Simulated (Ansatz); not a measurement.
CH5ClFGaSi (`C[SiH2][Ga]([F])[Cl]`) at its PBE0-D4/def2-TZVP geometry, where that method's forces vanish. Total charge 0; spin multiplicity 1.

```
atom    x (Å)    y (Å)    z (Å)
  C1  -1.0354   1.1854  -0.4982
 Si2   0.3646   0.5131   0.5431
 Ga3   0.7992  -1.7896   0.0392
  F4  -0.1410  -2.6592  -1.1641
 Cl5   2.2915  -3.0531   0.9137
  H6  -1.9556   0.6261  -0.3200
  H7  -1.2171   2.2346  -0.2543
  H8  -0.7980   1.1152  -1.5613
  H9   1.6359   1.2481   0.3051
 H10   0.0558   0.5794   1.9968
```

**Question.** For each bond, give half the difference of the two atoms' forces along it (eV/Å; positive pushes the atoms apart) under PBE-D4, r2SCAN-D4, B3LYP-D4, ωB97M-V in def2-TZVPP. (An estimate is asked.)

**Answer.** Ansatz gave: 
```tsv
bond	length (Å)	PBE-D4	r2SCAN-D4	B3LYP-D4	ωB97M-V
C1–Si2	1.870	0.01	0.02	0.12	0.07
C1–H6	1.091	0.11	-0.01	-0.04	-0.04
C1–H7	1.092	0.11	-0.01	-0.04	-0.05
C1–H8	1.091	0.11	-0.01	-0.04	-0.04
Si2–Ga3	2.397	-0.24	-0.07	-0.08	-0.07
Si2–H9	1.488	0.09	-0.01	-0.11	-0.13
Si2–H10	1.488	0.09	-0.01	-0.11	-0.13
Ga3–F4	1.757	0.50	0.03	0.24	0.11
Ga3–Cl5	2.142	0.17	0.02	0.20	0.03
```

B3LYP here is the variant with VWN-RPA as its local correlation; programs differ in this.
